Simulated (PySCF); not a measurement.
# Working out the ionisation energy of V⁹⁺

V⁹⁺ [Ne] 3s2 3p2 (3P) → V¹⁰⁺ [Ne] 3s2 3p1 (2P). All numbers are calculated (PySCF 2.14, the spin-free X2C one-electron Hamiltonian (Gaussian nucleus), in an even-tempered Gaussian basis (19 s from 0.4 bohr⁻², ratio 2.5; 12 p from 0.52 bohr⁻², ratio 2.5; 5 d from 3.3 bohr⁻², ratio 2.7; 4 f from 4.9 bohr⁻², ratio 2.7)). Frozen: 1s2; the 22 highest virtual orbitals dropped. Energies in hartree (1 hartree = 27.21139 eV):

| part | V⁹⁺ (lower) | V¹⁰⁺ (upper) |
| --- | --- | --- |
| UHF | -918.411874 | -910.014243 |
| MP2 opposite-spin | -0.317967 | -0.307618 |
| MP2 same-spin | -0.109393 | -0.098589 |

Q: What does Hartree-Fock give?

A: (-910.014243) − (-918.411874) = 8.397631 hartree = 228.511 eV.

Q: What do MP2 and SCS-MP2 (6/5 opposite-spin, 1/3 same-spin) give?

A: The opposite-spin parts differ by 0.282 eV and the same-spin parts by 0.294 eV. MP2: 228.511 + (0.282) + (0.294) = 229.087 eV. SCS-MP2: 228.511 + 1.2 × (0.282) + (0.294)/3 = 228.947 eV.

A first-order spin-orbit estimate adds -0.040 eV to MP2 (outer shells), giving 229.047 eV against 230.5 ± 0.5 eV (semi-empirical (NIST evaluation); NIST Atomic Spectra Database, ionization energies).

What remains against the reference includes basis incompleteness, the frozen core and correlation beyond second order.
